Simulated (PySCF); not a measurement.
1,1,2,2-tetrafluoroethane (C2H2F4), SMILES FC(F)C(F)F. Geometry: B3LYP-D3(BJ)/def2-SVP. The values are those of a single conformer.

All values below come from B3LYP-D3(BJ)/def2-SVP (PySCF).

Harmonic wavenumbers (cm⁻¹): 83, 206, 365, 417, 489, 549, 634, 1123, 1145, 1160, 1164, 1179, 1319, 1370, 1399, 1476, 3075, 3085. Rotational constants (GHz): 5.112, 3.150, 2.063; symmetry number 2.

Question: Work out the zero-point energy and the ideal-gas rigid-rotor harmonic-oscillator thermochemistry at 298.15 K and 1 atm.

Answer: ZPE = ½ Σ hcν = ½ × 20238 cm⁻¹ = 28.93 kcal/mol. H − E(el) = 32.97 kcal/mol. Entropy in cal/(mol K): translation 39.78, rotation 25.30, vibration 9.85, total 74.92. G − E(el) = 10.63 kcal/mol. Cp = 19.72 cal/(mol K). Modes under 150 cm⁻¹ make the vibrational entropy uncertain.
